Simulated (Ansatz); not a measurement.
`CC(=O)O[SiH3]` + `[OH]`• → `CC(=O)O[SiH2]`• + H₂O at 700 K and 1 bar (hydrogen abstraction from the Si–H bond).

Calculated with Ansatz (gas phase, PBE0-D4/def2-TZVP geometries, no zero-point term in ΔE). CCSD(T)/CBS adds triple-zeta CCSD(T) − MP2 to the extrapolated MP2 energy (def2 sets, frozen cores). This one scheme is used for every species. No spin–orbit coupling; open shells (•) take unrestricted orbitals.

```tsv
species	CCSD(T)/CBS energy (Eh)	H − E (kJ/mol)	S (J/(mol·K))
`CC(=O)O[SiH3]`	-519.18600	279.6	453.6
`[OH]`•	-75.67771	42.8	208.9
`CC(=O)O[SiH2]`•	-518.52752	250.0	451.1
H₂O	-76.37941	80.5	218.4
```

H − E and S are ideal-gas, rigid-rotor, harmonic terms from PBE0-D4/def2-TZVP, for one conformer and one mirror image of each species, with the whole ground term of open shells counted as degenerate. 1 Eh = 2625.50 kJ/mol, R = 8.31446 J/(mol·K).

Q: By hand: ΔE, ΔH, ΔS and ΔG.

A: ΔE = (-518.52752) + (-76.37941) − (-519.18600) − (-75.67771) = -0.04322 Eh = -113.5 kJ/mol. Δ(H − E) = 250.0 + 80.5 − 279.6 − 42.8 = 8.1, so ΔH = -105.4 kJ/mol. ΔS = 451.1 + 218.4 − 453.6 − 208.9 = 7.0 J/(mol·K). ΔG = -105.4 − 700 × (7.0)/1000 = -110.3 kJ/mol.

Q: By hand: the equilibrium constant, and the temperature at which ΔG would vanish if ΔH and ΔS stayed fixed.

A: log₁₀ K = −ΔG/(RT ln 10) = 8.2. ΔH and −TΔS have one sign here, so there is no such temperature.

The number of gas molecules stays the same, so ΔS is small and ΔH decides. A doubt of 5 kJ/mol in ΔE shifts log₁₀ K by 0.4 here. Other conformers and mirror images would add mixing entropy, several J/(mol·K) or more a flexible species. These are equilibria of isolated gas molecules and say nothing of rates. Largest T1 diagnostic: 0.016 (customary marks: 0.02 for closed shells, 0.045 for open ones).

ΔS is within the doubt of such terms, so its sign, and with it that verdict, could turn.
